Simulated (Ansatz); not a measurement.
Basis sets compared for Cd10H30Se10. Total charge 0; singlet. Geometry r2SCAN-D4/def2-SVP, loosely relaxed. Ansatz on 11 threads of AMD EPYC 7R13 on a shared host and a whole NVIDIA H100 80GB HBM3; times are rough, and most runs start from earlier orbitals.

```xyz
50

Cd   -0.233    3.640   -0.055
Cd   -4.702    1.809   -2.553
Cd    2.147    1.115   -2.754
Cd   -3.141   -0.930   -3.166
Cd   -2.715    0.259    3.445
Cd    3.048    1.292    1.349
Cd   -0.372   -0.175    5.659
Cd   -0.655   -0.810    0.136
Cd    2.687   -4.333   -2.478
Cd    1.664   -4.149    0.566
Se   -2.169    3.061   -1.920
Se   -1.559    2.464    2.199
Se    0.994    1.211   -0.321
Se   -3.150   -0.064   -0.495
Se   -0.565    0.316   -3.670
Se    3.097   -1.458   -2.486
Se   -0.599   -1.453    2.732
Se    1.463    1.280    3.701
Se    3.060   -1.666    1.143
Se    0.050   -2.912   -1.364
H     0.465    5.157    0.205
H    -6.021    2.578   -1.870
H    -4.509    3.558   -5.232
H     2.843    2.282   -3.755
H    -3.962    0.692   -3.762
H    -3.322   -2.537   -3.644
H    -4.344   -0.185    3.419
H    -1.759    0.770    5.123
H     4.602    1.937    1.454
H     0.113    2.597    7.270
H     0.632   -1.121    6.598
H     2.512   -4.951   -4.023
H     5.979   -4.338   -1.972
H     1.089   -5.038    1.877
H     3.037   -4.506   -0.722
H    -1.925    4.097   -2.935
H    -4.289    4.011   -4.664
H    -1.768    3.521    3.201
H     0.055    1.928    2.964
H    -3.834   -1.283   -0.034
H    -1.191    1.624   -2.941
H    -0.776    0.886   -5.011
H     4.539   -1.233   -2.663
H     5.801   -3.753   -2.421
H    -1.465   -2.640    2.656
H     0.789    2.260    7.195
H     1.834    2.586    4.267
H     4.453   -2.133    1.259
H     3.182   -1.498   -0.457
H    -1.110   -3.763   -1.051
```

In the def2 sets Cd takes a core potential; there is no spin–orbit coupling. Single mean-field runs in def2-SVP, def2-TZVP are fitted with def2-universal-jkfit. The geometry of the charge 0 singlet is only loosely relaxed. In the singlet geometry the species has come apart into loosely held pieces. In the singlet, H33 and H44 lie 0.76 Å apart, H23 and H37 lie 0.76 Å apart, H30 and H46 lie 0.76 Å apart (atoms count from 1), so H2 has formed as a molecule.

Binding counts from free atoms (Cd singlet, Se triplet, H doublet) in the same basis, without a counterpoise term.

```
           level  functions  energy (Eh)  HOMO (eV)  LUMO (eV)  binding per atom (eV)  wall time
 PBE-D4/def2-SVP        780  -25704.4980      -5.94      -2.68                   2.05      3.7 s
PBE0-D4/def2-SVP        780  -25705.2172      -6.97      -1.97                   2.05        6 s
```

Estimate the rows for PBE-D4/def2-TZVP (with forces), PBE0-D4/def2-TZVP.


| level | functions | energy (Eh) | HOMO (eV) | LUMO (eV) | binding per atom (eV) | wall time |
| --- | --- | --- | --- | --- | --- | --- |
| PBE-D4/def2-TZVP (with forces) | 1060 | -25707.8634 | -5.95 | -2.69 | 2.03 | 6.5 s |
| PBE0-D4/def2-TZVP | 1060 | -25708.5599 | -6.96 | -1.96 | 2.03 | 8.5 s |
